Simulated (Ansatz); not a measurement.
Species: Ge₄H₁₀, net charge 0, singlet state. 
Structure (B3LYP-D3(BJ)/def2-TZVP (Ansatz, a first-principles code) minimum search):
```xyz
14

Ge    -2.0786     1.3334     0.2703
Ge    -0.8414    -0.5102     1.2778
Ge     0.8014    -1.3641    -0.3132
Ge     2.1174     0.4842    -1.2057
H     -3.1776     1.8579     1.2117
H     -1.1129     2.4880    -0.0514
H     -2.7345     0.8713    -1.0434
H     -1.8120    -1.6268     1.7130
H     -0.1105    -0.0036     2.5378
H      1.7260    -2.3992     0.3590
H      0.0661    -2.0702    -1.4705
H      1.1970     1.4489    -1.9747
H      3.2170    -0.0143    -2.1606
H      2.7801     1.2623    -0.0546
```
Charge 0, spin multiplicity 1.

Basis-set convergence of Hartree-Fock and CCSD correlation energies (hartree) with Ansatz. Correlated levels leave the core frozen unless marked. No spin-orbit coupling. The frozen core is the preceding noble-gas configuration, with the filled d and f shells of earlier blocks. No relativistic terms.

| basis | functions | E(HF) | E(corr, CCSD) |
|---|---|---|---|
| cc-pVDZ | 158 | -8307.16554 | -0.48189 |
| cc-pVTZ | 312 | -8307.45791 | -0.57186 |
| cc-pVQZ | 572 | -8307.47236 | -0.59889 |

Extrapolating the two largest sets (X = 3 and 4) as X^-3: E(corr) = (64·(-0.59889) - 27·(-0.57186))/37 = -0.6186 Eh, an estimate of the basis-set limit. The largest set recovers 96.8 % of it, the smallest 77.9 %.
